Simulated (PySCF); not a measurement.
**Ionisation energy of Cr²⁺ by level of theory**

Cr²⁺ [Ar] 3d4 (5D) → Cr³⁺ [Ar] 3d3 (4F), as a difference of total energies. All numbers are calculated (PySCF 2.14, the non-relativistic Hamiltonian (point nucleus), in aug-cc-pwCVTZ (10s9p7d4f3g, 127 functions)). Correlated levels: valence: [Ar] frozen; valence and next inner shell: [Ne] frozen; nothing frozen. The calculations carry no spin-orbit coupling.

```json
{"method": "UHF", "ionisation energy (eV)": "29.872", "plus first-order spin-orbit estimate": "29.845", "difference from reference of that sum (eV)": "-1.114"}
{"method": "LDA", "ionisation energy (eV)": "32.120", "plus first-order spin-orbit estimate": "32.093", "difference from reference of that sum (eV)": "+1.134"}
{"method": "PBE", "ionisation energy (eV)": "31.692", "plus first-order spin-orbit estimate": "31.665", "difference from reference of that sum (eV)": "+0.706"}
{"method": "PBE0", "ionisation energy (eV)": "31.491", "plus first-order spin-orbit estimate": "31.464", "difference from reference of that sum (eV)": "+0.505"}
{"method": "r2SCAN", "ionisation energy (eV)": "31.241", "plus first-order spin-orbit estimate": "31.214", "difference from reference of that sum (eV)": "+0.255"}
{"method": "PW91", "ionisation energy (eV)": "31.770", "plus first-order spin-orbit estimate": "31.743", "difference from reference of that sum (eV)": "+0.784"}
{"method": "revPBE", "ionisation energy (eV)": "31.582", "plus first-order spin-orbit estimate": "31.555", "difference from reference of that sum (eV)": "+0.596"}
{"method": "wB97X", "ionisation energy (eV)": "31.112", "plus first-order spin-orbit estimate": "31.085", "difference from reference of that sum (eV)": "+0.126"}
{"method": "MP2 (valence)", "ionisation energy (eV)": "30.566", "plus first-order spin-orbit estimate": "30.539", "difference from reference of that sum (eV)": "-0.420"}
{"method": "SCS-MP2 (valence)", "ionisation energy (eV)": "30.104", "plus first-order spin-orbit estimate": "30.077", "difference from reference of that sum (eV)": "-0.882"}
{"method": "MP2 (valence and next inner shell)", "ionisation energy (eV)": "31.325", "plus first-order spin-orbit estimate": "31.298", "difference from reference of that sum (eV)": "+0.339"}
{"method": "SCS-MP2 (valence and next inner shell)", "ionisation energy (eV)": "30.848", "plus first-order spin-orbit estimate": "30.821", "difference from reference of that sum (eV)": "-0.138"}
{"method": "MP2 (all electrons)", "ionisation energy (eV)": "31.361", "plus first-order spin-orbit estimate": "31.334", "difference from reference of that sum (eV)": "+0.375"}
{"method": "SCS-MP2 (all electrons)", "ionisation energy (eV)": "30.874", "plus first-order spin-orbit estimate": "30.847", "difference from reference of that sum (eV)": "-0.112"}
```

Reference: 30.959 ± 0.025 eV (measured; NIST Atomic Spectra Database, ionization energies).

A first-order spin-orbit estimate (lowest level to lowest level, LS coupling) adds -0.027 eV.

These non-relativistic numbers lack the scalar-relativistic shift.

Errors of the correlated levels include the incompleteness of this basis and the frozen core.
